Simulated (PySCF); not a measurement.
# Computed data sheet: `C=COCCC=O`

Species: C5H8O2.
Atom-mapped SMILES: `[CH2:1]=[CH:2][O:3][CH2:4][CH2:5][CH:6]=[O:7]` (hydrogens: H8, H9 on C1; H10 on C2; H11, H12 on C4; H13, H14 on C5; H15 on C6)

Some functional groups and rings: aldehyde, C=C double bond and ether.

GFN2-xTB geometry:

```
Point group of the GFN2-xTB geometry                  : C1
Rotational constants A, B, C of the GFN2-xTB geometry : 8.828, 1.114, 1.078 GHz
```

B3LYP/def2-SVPD ground state and vertical TDDFT (core frozen in the response) (PySCF):

```
Dipole moment                                                     : 2.89 D
HOMO energy                                                       : -6.92 eV
LUMO energy                                                       : -1.19 eV
HOMO–LUMO gap                                                     : 5.73 eV
Lowest singlet excitation                                         : 4.20 eV (295 nm, f = 0.000)
Strongest line among the 8 lowest singlet transitions             : S8 at 7.22 eV (172 nm, f = 0.221)
Lowest triplet excitation (Tamm–Dancoff)                          : 3.60 eV
Static isotropic polarisability                                   : 69.5 au
Electronic spatial extent ⟨r²⟩ about the centre of nuclear charge : 1073 bohr²
```

Monoisotopic mass from the formula: 100.0524 u.

 The 8 singlets span 4.20 to 7.22 eV, and their oscillator strengths add up to 0.39. The principal polarisabilities are 56.2, 63.4 and 89.1 au; their mean is the isotropic value. The largest Löwdin shares of the HOMO are 0.34 on C1, 0.25 on O3 and 0.21 on C2. No computed singlet falls in the visible range (750 to 380 nm, 1.65 to 3.26 eV); S1 lies 0.94 eV above its blue end. The vertical singlet–triplet gap S1 − T1 is 0.60 eV (TDDFT singlet less Tamm–Dancoff triplet; S1: HOMO−1→LUMO, weight 0.86; T1: HOMO−1→LUMO, weight 0.88). The dipole matches unit charges of opposite sign 0.60 Å apart (1 e·Å = 4.8032 D).

The structure is a single GFN2-xTB conformer in the gas phase; no vibrational or solvent corrections.

Conformer computed: `[CH2:1]=[CH:2][O:3][CH2:4][CH2:5][CH:6]=[O:7]`: C1–C2–O3–C4 0°, C2–O3–C4–C5 180°, O3–C4–C5–C6 -66°, C4–C5–C6–O7 -137°.
